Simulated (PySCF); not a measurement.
All values below come from r2SCAN-D4/def2-TZVP in PySCF 2.14.0. Gas-phase values, no solvent. 

Reference species (SMILES): `F[SiH]F` (neutral, multiplicity 2).

```json
{
 "highest_occupied_spin_orbital": "-6.08 eV"
}
```

Changed species: `I[Si](F)F` (radical fragment; the reference has radical fragment).

Task: Predict the effect on the highest occupied spin orbital.

Result: the highest occupied spin orbital falls by 0.30 eV, to -6.38 eV.
